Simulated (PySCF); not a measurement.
Computed IR spectrum (relative IR intensity) of a molecule C5H6O. Geometry: B3LYP-D3(BJ)/def2-SVP. One conformer was computed; it need not be the lowest. Calculation: B3LYP-D3(BJ)/def2-SVP (PySCF 2.14.0). No scaling factor is applied to the harmonic values.

ν (cm⁻¹): 246 (vw), 593 (vw), 851 (m), 888 (w), 906 (w), 975 (w), 990 (w), 1013 (w), 1159 (vw), 1251 (vs), 1350 (m), 1360 (m), 1413 (vw), 1479 (m), 1701 (s), 2083 (vw), 3103 (vw), 3135 (vw), 3198 (vw) (against the strongest line: vs over 80 %, s over 45 %, m over 15 %, w over 4 %, vw less)

**Question.** Which molecule gave these data?
A) C=C1C=COC1
B) C=C=COC=C
C) C=C1CC(=C)O1
D) C#CC1COC1

**Answer.** B, C=C=COC=C
